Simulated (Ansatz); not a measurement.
Si₇PH₁₆⁺, a doped cluster cut from the lattice of silicon (P on a surface site). Total charge 1; triplet. Geometry PBE0-D4/def2-SVP, that of the charge +1 singlet; atoms count from 1.

| atom | x (Å) | y (Å) | z (Å) |
| --- | --- | --- | --- |
| Si1 | -0.5978 | -1.9687 | -1.4708 |
| Si2 | 0.3967 | 2.2139 | -1.0676 |
| Si3 | 2.1778 | -0.5597 | 1.1588 |
| Si4 | -2.0274 | 0.3959 | 1.3901 |
| P5 | 1.3612 | -2.1834 | -0.2664 |
| Si6 | 2.3272 | 1.5263 | 0.0822 |
| Si7 | -2.4039 | -1.4032 | -0.0737 |
| Si8 | -1.4997 | 2.4052 | 0.3003 |
| H9 | -0.6809 | -3.3337 | -2.0665 |
| H10 | -0.1930 | -0.9701 | -2.4969 |
| H11 | 0.7390 | 3.5352 | -1.6778 |
| H12 | 0.1554 | 1.2220 | -2.1613 |
| H13 | 3.4929 | -1.1690 | 1.5114 |
| H14 | 1.2238 | -0.6718 | 2.2952 |
| H15 | -0.9197 | -0.0074 | 2.3114 |
| H16 | -3.2871 | 0.5435 | 2.1816 |
| H17 | 2.3896 | -2.4908 | -1.1909 |
| H18 | 1.2730 | -3.3871 | 0.4752 |
| H19 | 3.4916 | 1.3817 | -0.8440 |
| H20 | 2.6722 | 2.4507 | 1.2044 |
| H21 | -3.4969 | -1.1142 | -1.0509 |
| H22 | -2.7004 | -2.6627 | 0.6747 |
| H23 | -2.6567 | 2.8012 | -0.5574 |
| H24 | -1.2370 | 3.4461 | 1.3389 |

At PBE0-D4/def2-TZVP a singlet of charge 1 lies 5.26 eV below the triplet at the same geometry.

Estimate the Mulliken populations from the PBE0/def2-TZVP orbitals of Ansatz.


| atom | charge (e) | spin (α − β) |
| --- | --- | --- |
| Si1 | 0.00 | 0.11 |
| Si2 | -0.05 | 0.45 |
| Si3 | 0.00 | 0.11 |
| Si4 | -0.05 | 0.45 |
| P5 | -0.01 | -0.01 |
| Si6 | 0.03 | 0.01 |
| Si7 | 0.03 | 0.01 |
| Si8 | 0.10 | 0.41 |
| H9 | 0.04 | 0.04 |
| H10 | 0.05 | -0.01 |
| H11 | 0.04 | 0.15 |
| H12 | 0.04 | -0.01 |
| H13 | 0.04 | 0.04 |
| H14 | 0.05 | -0.01 |
| H15 | 0.04 | -0.01 |
| H16 | 0.04 | 0.15 |
| H17 | 0.15 | 0.01 |
| H18 | 0.15 | 0.01 |
| H19 | 0.05 | 0.03 |
| H20 | 0.05 | 0.01 |
| H21 | 0.05 | 0.01 |
| H22 | 0.05 | 0.03 |
| H23 | 0.06 | 0.01 |
| H24 | 0.06 | 0.01 |
Mulliken values and Mayer orders depend strongly on the basis.

Where does the spin sit?

Summed by element: Si 1.55, P -0.01, H 0.45, of 2 unpaired in all. Largest on single atoms: Si4 0.45, Si2 0.45, Si8 0.41.

And the Mayer bond orders between bonded heavy atoms (over 0.3)?

Si1–P5 0.88 (2.31 Å); Si1–Si7 0.95 (2.35 Å); Si2–Si6 0.93 (2.35 Å); Si2–Si8 0.81 (2.35 Å); Si3–P5 0.88 (2.31 Å); Si3–Si6 0.95 (2.35 Å); Si4–Si7 0.93 (2.35 Å); Si4–Si8 0.81 (2.35 Å).
